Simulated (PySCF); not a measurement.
BeH₂, SMILES [BeH2]. Atoms are numbered in the order given.

```xyz
3

Be     0.0000     0.0000     0.0000
H      0.0000     0.0000    -1.3413
H      0.0000     0.0000     1.3413
```

Geometry optimised at PBE-D3(BJ)/def2-TZVPD. The isomer is the one that the SMILES or the coordinates give; other isomers of the formula were not compared.

All values below come from PySCF with HF/pcSseg-2.

GIAO shieldings, no solvent; atoms alike by connectivity are averaged. δ = σ(ref) − σ: ¹H against TMS (σ = 31.98 ppm), references at their B3LYP-D3(BJ)/def2-TZVP geometries, non-relativistic.

```
nucleus   atoms  count  δ (ppm)
-------  ------  -----  -------
¹H       H2, H3      2     3.75
```
